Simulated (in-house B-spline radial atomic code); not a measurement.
Results of a calculation; reference values are marked as such.
# Weak and strong correlation along the adiabatic connection

Two-electron singlets in several external potentials (atomic units), by full CI in B-splines with partial waves to l = 8 (correlation energies up to 0.6 % small). The repulsion is scaled by λ at fixed density; W(λ) is the mean repulsion less the Hartree energy, W(0) = E_x, and the area under W from 0 to 1 is E_xc.

One system gave this curve:

```tsv
λ	W (hartree)
0	-0.27866
0.02	-0.28061
0.05	-0.28343
0.12	-0.28947
0.25	-0.29905
0.4	-0.30798
0.6	-0.31733
0.8	-0.32458
1	-0.33037
1.4	-0.33903
2	-0.34772
3	-0.35662
4.5	-0.36435
7	-0.37147
10	-0.37631
```

(1) Which system is it?
A. −Z/r, Z = 5.99, wall at 0.454 bohr
B. ω²r²/2 − Z/r, ω = 1.45, Z = 1.5
C. −V exp(−r²/w²), V = 0.813, w = 6.27
D. −Z exp(−kr)/r, Z = 3.64, k = 0.152

Results:

(1) C. The exchange energy sets the size: −V exp(−r²/w²), V = 0.813, w = 6.27: E_x = -0.279, E_c = -0.0316; −Z/r, Z = 5.99, wall at 0.454 bohr: E_x = -4.93, E_c = -0.0456; −Z exp(−kr)/r, Z = 3.64, k = 0.152: E_x = -2.05, E_c = -0.0439; ω²r²/2 − Z/r, ω = 1.45, Z = 1.5: E_x = -1.23, E_c = -0.041 hartree.
